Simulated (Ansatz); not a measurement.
Geometry optimisation, RKS LDA/6-31G* in Ansatz 0.2.0.

input.yaml

```yaml
crystal:
  periodic: [false, false, false]
  atoms:
    - { symbol: B, position_ang: [0.136528, 0.33635, -0.04619] }
    - { symbol: F, position_ang: [-0.142648, 0.562918, 1.231912] }
    - { symbol: H, position_ang: [1.237732, 0.627396, -0.453836] }
    - { symbol: H, position_ang: [-0.787945, -0.039238, -0.745589] }
    - { symbol: O, position_ang: [0.282682, -2.114658, 0.796181] }
    - { symbol: C, position_ang: [-0.626028, -2.8802, 0.033509] }
    - { symbol: H, position_ang: [-0.036812, -3.649621, -0.500417] }
    - { symbol: H, position_ang: [-1.375146, -3.401475, 0.668938] }
    - { symbol: H, position_ang: [-1.165105, -2.267188, -0.726091] }
    - { symbol: H, position_ang: [-0.233457, -1.548483, 1.426583] }
basis:
  gaussian: { orbitals: "6-31G*" }
hamiltonian:
  xc: lda
relax:
  f_tol: 0.03
  max_steps: 50
output:
  orbitals: {}
```

Run as:

```bash
$ ansatz run input.yaml --threads 1 --pin off --max-ram 2048MiB --backend cpu --events-out ev --progress --plain --runs-dir out
```

Question: Where does it end, and by what steps?

Answer: The forces met the threshold. After 9 steps the energy has fallen by 0.641 eV; H7 moved furthest, 0.81 Å. Joined: B1–O5 (2.60 → 1.66 Å).

```
step  energy less start (eV)  largest force component (eV/Å)  accepted
   0                  0.0000                           0.679       yes
   1                 -0.1541                           0.861       yes
   2                 -0.3894                           0.609       yes
   3                 -0.5358                           0.872       yes
   4                 -0.5861                           0.360       yes
   5                 -0.6051                           0.083       yes
   6                 -0.6228                           0.311       yes
   7                 -0.6354                           0.146       yes
   8                 -0.6404                           0.103       yes
   9                 -0.6411                           0.018       yes
```

```xyz
10
Properties=species:S:1:pos:R:3
B 0.186 -0.180 0.015
F -0.299 0.571 1.074
H 1.373 -0.049 -0.220
H -0.583 -0.281 -0.934
O 0.074 -1.663 0.742
C -0.637 -2.667 0.018
H -0.011 -2.918 -0.853
H -0.760 -3.559 0.655
H -1.610 -2.282 -0.340
H -0.443 -1.348 1.527
```

Whether the end is a true minimum wasn't checked by a vibrational analysis.

The run took 18 s on 1 thread of Intel(R) Xeon(R) Platinum 8259CL CPU @ 2.50GHz (Skylake/Cascade Lake), with other jobs on the host, peak memory 0.17 GiB.
